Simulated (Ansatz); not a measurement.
**Nudged elastic band run: CH3OSe, charge +1**

input.yaml

```yaml
crystal:
  periodic: [false, false, false]
  atoms:
    - { symbol: C, position_ang: [-0.888221, -0.083941, -0.695872] }
    - { symbol: Se, position_ang: [0.545249, -0.840846, -0.02494] }
    - { symbol: O, position_ang: [1.092893, 0.472699, 1.040179] }
    - { symbol: H, position_ang: [-1.473667, -0.673198, -1.425754] }
    - { symbol: H, position_ang: [-1.191629, 0.938411, -0.401004] }
    - { symbol: H, position_ang: [1.915365, 0.186885, 1.507399] }
total_charge: 1
basis:
  gaussian: { orbitals: def2-SVP }
hamiltonian:
  xc: revpbe
  dispersion: d4
neb:
  order_check: false
  images: 5
  f_tol: 0.05
  max_iterations: 50
  final_atoms:
    - { symbol: C, position_ang: [-0.78897492, -0.06595238, -0.61327429] }
    - { symbol: Se, position_ang: [0.58214719, -1.03859789, -0.0993918] }
    - { symbol: O, position_ang: [1.52280134, -0.1053339, 1.06688217] }
    - { symbol: H, position_ang: [-1.46447446, -0.54014063, -1.35236095] }
    - { symbol: H, position_ang: [-1.00845237, 0.95680851, -0.2554131] }
    - { symbol: H, position_ang: [1.15694322, 0.79322629, 1.25356596] }
  initial_path:
    images:
      - { positions_ang: [[-0.888221, -0.083941, -0.695872], [0.545249, -0.840846, -0.02494], [1.092893, 0.472699, 1.040179], [-1.473667, -0.673198, -1.425754], [-1.191629, 0.938411, -0.401004], [1.915365, 0.186885, 1.507399]] }
      - { positions_ang: [[-0.85328034, -0.08775208, -0.6774582], [0.51214345, -0.91253694, 0.01491349], [1.05950166, 0.33674229, 1.12162609], [-1.43898166, -0.60958681, -1.43784355], [-1.12646727, 0.9290754, -0.36736978], [1.84707415, 0.34406815, 1.34613994]] }
      - { positions_ang: [[-0.81833967, -0.09156317, -0.65904439], [0.47903791, -0.98422788, 0.05476699], [1.02611032, 0.20078558, 1.20307318], [-1.40429632, -0.54597563, -1.4499331], [-1.06130553, 0.91973979, -0.33373556], [1.7787833, 0.50125131, 1.18488089]] }
      - { positions_ang: [[-0.78339901, -0.09537425, -0.64063059], [0.44593236, -1.05591883, 0.09462048], [0.99271899, 0.06482887, 1.28452028], [-1.36961099, -0.48236444, -1.46202266], [-0.9961438, 0.91040419, -0.30010134], [1.71049245, 0.65843446, 1.02362183]] }
      - { positions_ang: [[-0.78525764, -0.08556696, -0.63151182], [0.49133731, -1.05014518, 0.02994972], [1.16941311, 0.00810795, 1.21197424], [-1.40123215, -0.50162317, -1.42546875], [-1.00024666, 0.92587229, -0.28520526], [1.52597604, 0.70336507, 1.10026987]] }
      - { positions_ang: [[-0.78711628, -0.07575967, -0.62239305], [0.53674225, -1.04437153, -0.03472104], [1.34610723, -0.04861298, 1.13942821], [-1.4328533, -0.5208819, -1.38891485], [-1.00434952, 0.9413404, -0.27030918], [1.34145963, 0.74829568, 1.17691792]] }
      - { positions_ang: [[-0.78897492, -0.06595238, -0.61327429], [0.58214719, -1.03859789, -0.0993918], [1.52280134, -0.1053339, 1.06688217], [-1.46447446, -0.54014063, -1.35236095], [-1.00845237, 0.95680851, -0.2554131], [1.15694322, 0.79322629, 1.25356596]] }
```

Run as:

```bash
$ ansatz run input.yaml --threads 1 --pin off --max-ram 2048MiB --backend cpu --events-out ev --progress --plain --runs-dir out
```

Output, in part (warnings, iteration lines, the closing report on the highest movable image, with atoms numbered from 0):

```
NEB end point (image 0): max|allowed force component| = 2.512e-3 eV/Å (the criterion of neb.relax_end_points is 1.000e-2)
NEB end point (image 6): max|allowed force component| = 9.708e-3 eV/Å (the criterion of neb.relax_end_points is 1.000e-2)
NEB iter   1: max|band force component| = 1.768e1 eV/Å  barrier→ = 1.7696 eV  barrier← = 1.6558 eV  Δτ_max = 0.1933 Å  (189 SCF iters)
NEB iter   2: max|band force component| = 1.140e0 eV/Å  barrier→ = 0.2950 eV  barrier← = 0.1812 eV  Δτ_max = 0.1983 Å  (170 SCF iters)
NEB iter   3: max|band force component| = 9.230e-1 eV/Å  barrier→ = 0.2576 eV  barrier← = 0.1438 eV  Δτ_max = 0.0845 Å  (165 SCF iters)
NEB iter   4: max|band force component| = 7.544e-1 eV/Å  barrier→ = 0.2213 eV  barrier← = 0.1075 eV  Δτ_max = 0.0570 Å  (142 SCF iters)
NEB iter   5: max|band force component| = 5.042e-1 eV/Å  barrier→ = 0.2013 eV  barrier← = 0.0875 eV  CI = image 4  Δτ_max = 0.0696 Å  (143 SCF iters)
NEB iter   6: max|band force component| = 2.847e-1 eV/Å  barrier→ = 0.1823 eV  barrier← = 0.0685 eV  CI = image 4  Δτ_max = 0.0698 Å  (141 SCF iters)
NEB iter   7: max|band force component| = 1.457e-1 eV/Å  barrier→ = 0.1847 eV  barrier← = 0.0709 eV  CI = image 4  Δτ_max = 0.0249 Å  (144 SCF iters)
NEB iter   8: max|band force component| = 7.853e-2 eV/Å  barrier→ = 0.1852 eV  barrier← = 0.0714 eV  CI = image 4  Δτ_max = 0.0079 Å  (144 SCF iters)
NEB iter   9: max|band force component| = 4.454e-2 eV/Å  barrier→ = 0.1852 eV  barrier← = 0.0714 eV  CI = image 4  Δτ_max = 0.0000 Å  (276 SCF iters)
Total energy: -68456.67986275 eV, -2515.7365833519 hartree
Atom 0 at    -0.818065    -0.075754    -0.649803 Å, force    -0.008555    -0.006859    -0.003981 eV/Å
Atom 1 at     0.513536    -1.026753     0.012844 Å, force     0.003317     0.002457     0.000963 eV/Å
Atom 2 at     1.131522    -0.041859     1.352707 Å, force    -0.004526    -0.007913     0.004197 eV/Å
Atom 3 at    -1.400871    -0.517184    -1.482677 Å, force    -0.000211    -0.000941    -0.002112 eV/Å
Atom 4 at    -1.078452     0.928519    -0.264836 Å, force     0.006061     0.005530     0.003946 eV/Å
Atom 5 at     1.652320     0.733042     1.031772 Å, force     0.003914     0.007726    -0.003012 eV/Å
Dipole moment:    -0.242595     0.388339    -0.461969 e Å
```

The forces met the threshold. A vibrational analysis at the climbing image gives one clearly imaginary mode, 322i cm⁻¹: a first-order saddle point. Limits of this set-up: the dipole of an ion depends on the origin.

Final band (atoms are numbered from 1 in the order of the input):

```
image  path coordinate (Å)  energy (eV)  dihedral C1–Se2–O3–H6 (°)
    0                 0.00        0.000                        180
    1                 0.28        0.020                       -154
    2                 0.57        0.075                       -129
    3                 0.85        0.149                       -102
    4                 1.13        0.185                        -75
    5                 1.51        0.144                        -35
    6                 1.88        0.114                          0
```

The run took 110 s on 1 thread of AMD EPYC 7R43 64-Core Processor (Zen 3) (shared host), peak memory 0.14 GiB.
